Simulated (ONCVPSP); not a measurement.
# An all-electron radial function and its pseudo partner (boron (B))

Columns: radius, all-electron u(r) and pseudo u(r) of the 2p shell (level -3.56 eV) of boron in the configuration [He] 2s2 2p1; PBEsol, scalar-relativistic, ONCV scheme, ONCVPSP 4.0.1.

```csv
r (bohr),all-electron,pseudo
0.200,0.0864,0.0241
0.400,0.2314,0.0924
0.600,0.3645,0.1941
0.800,0.4689,0.3137
1.000,0.5451,0.4339
1.200,0.5939,0.5393
1.400,0.6192,0.6187
1.600,0.6260,0.6665
1.800,0.6187,0.6828
2.000,0.6014,0.6721
2.200,0.5770,0.6416
2.400,0.5480,0.5993
2.600,0.5163,0.5520
2.800,0.4831,0.5051
3.000,0.4497,0.4613
3.200,0.4167,0.4218
3.400,0.3848,0.3865
3.600,0.3543,0.3547
3.800,0.3255,0.3255
4.000,0.2984,0.2984
4.200,0.2732,0.2732
4.400,0.2498,0.2498
4.600,0.2282,0.2282
4.800,0.2082,0.2082
5.000,0.1898,0.1898
5.200,0.1729,0.1729
```

Task: How many radial nodes do the two functions have?

Result: The all-electron 2p function has n − l − 1 = 0; the pseudo-wave has 0.

Task: At about which radius was the pseudo-wave matched?

Result: 4.00 bohr. The columns agree to 0.0005 from 3.60 bohr on; several derivatives are matched, so the curves merge somewhat inside the radius.

Task: Where does each function peak?

Result: Outermost all-electron maximum near 1.60 bohr, pseudo maximum near 1.80 bohr (to the table’s step).

Task: Is the pseudo-wave norm-conserving?

Result: Yes: the ONCV scheme keeps the norm inside the radius equal to the all-electron one, which fixes the energy derivative of the logarithmic derivative at the level.
